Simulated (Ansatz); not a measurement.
Ansatz results at the PBE0-D4/def2-TZVP geometry: size of the dipole moment (B3LYP/def2-TZVPP) 2.15 D; size of the dipole moment (PBE/def2-TZVPP) 2.03 D; LUMO energy (ωB97M-V/def2-TZVPP) 2.71 eV.

Task: Which molecule gave them?
A. `C=NC(F)OC`
B. `[AlH2][BH]C[SeH]`
C. `CN1COC1F`
D. `BC1(C)CC1`

Result: C. The others give `BC1(C)CC1`: 1.11, 1.24, 0.77; `[AlH2][BH]C[SeH]`: 3.14, 3.20, -0.04; `C=NC(F)OC`: 1.55, 1.39, 1.40.

B3LYP here is the variant with VWN-RPA as its local correlation; programs differ in this.
